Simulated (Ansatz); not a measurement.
CH$_{3}$Cl$_{2}$InO, singlet, at a GFN2-xTB geometry (such geometries of metal compounds can be far from the true shape) (core potentials on In); PBE0/def2-TZVPD (Ansatz, a first-principles code).

Here is a job for Ansatz.
Ansatz 0.2 input:
```yaml
crystal:
  periodic: [false, false, false]
  atoms:
    - {symbol: In, position_ang: [-0.00784016, -0.06834113, 0.12318172]}
    - {symbol: Cl, position_ang: [-0.22664286, -1.15375561, 2.12708472]}
    - {symbol: Cl, position_ang: [0.62747936, 2.12997771, -0.19550052]}
    - {symbol: O, position_ang: [-0.48091162, -1.08801302, -1.54402677]}
    - {symbol: C, position_ang: [-0.29805063, -0.54700106, -2.82829563]}
    - {symbol: H, position_ang: [0.73873877, -0.65749105, -3.16514434]}
    - {symbol: H, position_ang: [-0.95188861, -1.11473669, -3.49813097]}
    - {symbol: H, position_ang: [-0.58130617, 0.51127798, -2.88757287]}
basis:
  gaussian:
    orbitals: def2-TZVPD
hamiltonian:
  xc: pbe0
```

Output, abridged:

```
Functional definition: PBE0
1640 factors; their error is unknown
mean field evaluation 1: about -33337.6476 eV, gradient 6.1e1 eV
mean field evaluation 2: about -33271.2807 eV, gradient 1.7e2 eV
mean field evaluation 4: about -33344.9759 eV, gradient 1.2e1 eV
mean field evaluation 8: about -33345.2226 eV, gradient 2.5e-1 eV
mean field evaluation 16: about -33345.3120 eV, gradient 3.0e-4 eV
mean field -33345.31199245 eV, -1225.4176134583 hartree, gradient 3.2e-5 eV, S^2 0.000000; 0 other end points of the search recorded, 0 dependent functions left out
reference -33345.31204942 eV, -1225.4176155518 hartree; 36, 36 occupied and 216, 216 virtual orbitals, 1640 factors
Total energy: -33345.31204942 eV, -1225.4176155518 hartree
```
